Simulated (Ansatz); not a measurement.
B(THF)H3 (C₄H₁₁BO). Charge 0, multiplicity 1. Geometry PBE-D4/def2-SVP; atoms count from 1.

Cartesian coordinates in Å:
```
B 0.705 -1.768 -1.177
O 0.129 -0.321 -0.705
C 1.053 0.575 -0.026
C 0.136 1.602 0.618
C -1.036 0.723 1.086
C -1.176 -0.306 -0.039
H 1.745 0.965 -0.796
H 1.630 -0.015 0.719
H 0.629 2.146 1.447
H -0.200 2.348 -0.132
H -0.774 0.217 2.038
H -1.971 1.292 1.252
H -1.385 -1.335 0.313
H -1.921 -0.025 -0.811
H 1.730 -1.486 -1.793
H -0.195 -2.229 -1.873
H 0.900 -2.384 -0.122
```

Q: Estimate the Mulliken populations from the PBE0/def2-TZVP orbitals of Ansatz.

A: 
| atom | charge (e) |
| --- | --- |
| B1 | -0.30 |
| O2 | -0.03 |
| C3 | -0.10 |
| C4 | -0.20 |
| C5 | -0.20 |
| C6 | -0.10 |
| H7 | 0.14 |
| H8 | 0.13 |
| H9 | 0.13 |
| H10 | 0.12 |
| H11 | 0.12 |
| H12 | 0.13 |
| H13 | 0.15 |
| H14 | 0.13 |
| H15 | -0.05 |
| H16 | -0.04 |
| H17 | -0.04 |
Mulliken values depend strongly on the basis.

Q: And the Mayer bond orders between heavy atoms (over 0.3)?

A: B1–O2 0.61 (1.63 Å); O2–C3 0.90 (1.46 Å); O2–C6 0.89 (1.47 Å); C3–C4 1.03 (1.52 Å); C4–C5 1.00 (1.54 Å); C5–C6 1.03 (1.53 Å).
